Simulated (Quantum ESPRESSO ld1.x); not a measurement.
Values are calculated unless marked as measured or tabulated.
Problem. The mean radii <r> (bohr) of the occupied orbitals of an atom or ion are listed with their occupations. Level of theory: Dirac Kohn-Sham, BP86, spin-unpolarised, spherical densities, point nucleus (ld1.x of Quantum ESPRESSO 7.5).

| orbital | occ. | <r> |
|---|---|---|
| 1s1/2 | 2 | 0.05408 |
| 2s1/2 | 2 | 0.2447 |
| 2p1/2 | 2 | 0.2131 |
| 2p3/2 | 4 | 0.2163 |
| 3s1/2 | 2 | 0.7354 |
| 3p1/2 | 2 | 0.7630 |
| 3p3/2 | 4 | 0.7725 |
| 3d3/2 | 2.8 | 0.8920 |
| 3d5/2 | 4.2 | 0.8961 |

Name the element and its charge. Open shells, if any, are shared by 2j + 1.

Solution. Z = 28, nickel, charge +3: Ni3+ in [Ar] 3d7. The 1s radius gives Z: for a bare nucleus <r> = (2 gamma + 1)/(2Z) with gamma = sqrt(1 - (Z/c)^2), 0.05282 bohr for Z = 28, and screening makes it slightly larger (0.05408 here). The occupations add up to 25, and the charge is Z minus that.
